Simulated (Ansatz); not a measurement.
`O[SiH2][SiH](Cl)Cl`, relaxed with RKS PBE-D4/def2-SVP in the Gaussian-basis code of Ansatz from a rough embedded geometry. The force threshold is 0.03 eV/Å; the program also tests the step.

Total charge 0; spin multiplicity 1.

Start:

```xyz
9

O     0.014   -1.937    0.691
Si   -0.576   -0.388    0.784
Si    0.180    0.999   -0.880
Cl   -0.333    0.294   -2.803
Cl    2.236    1.055   -0.958
H     0.911   -2.104    0.997
H    -0.105    0.149    2.118
H    -2.029   -0.466    0.821
H    -0.297    2.398   -0.769
```

Problem. By how much does the energy fall, and how many steps does the optimiser take? (Estimate.)

Solution. The calculation gave: 4.87 kcal/mol, in 14 steps, 1 of them rejected.

Problem. Which bonds change most? (Estimate.)

Solution. Computed: Si2–Si3 from 2.294 to 2.356 Å; Si3–Cl5 from 2.058 to 2.106 Å; Si2–H8 from 1.456 to 1.498 Å; Si3–Cl4 from 2.111 to 2.081 Å.

Problem. Give the relaxed structure. (An estimate is asked.)

Solution. The calculation gave: 
```xyz
9

O     0.235   -1.811    0.787
Si   -0.650   -0.385    0.903
Si    0.154    0.952   -0.863
Cl   -0.601    0.302   -2.690
Cl    2.213    0.517   -0.789
H     1.159   -1.653    0.510
H    -0.429    0.363    2.196
H    -2.100   -0.732    0.765
H     0.018    2.447   -0.820
```
